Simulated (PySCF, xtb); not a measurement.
Ga(Et)(vinyl)(OMe) (C₅H₁₁GaO), SMILES C=[CH][Ga]([CH2]C)[O]C.

GFN2-xTB run with xtb at its own geometry gives an orbital gap of 3.71 eV and a dipole moment of 1.65 D.

Geometry optimised at B3LYP-D3(BJ)/def2-SVP. One conformer was computed; it need not be the lowest.

### Question
What does B3LYP/def2-TZVP in PySCF give? (The exact figures need the calculation; the answer reports its results.)

### Answer
gap 5.75 eV (levels -7.04 and -1.29 eV), dipole 1.64 D.
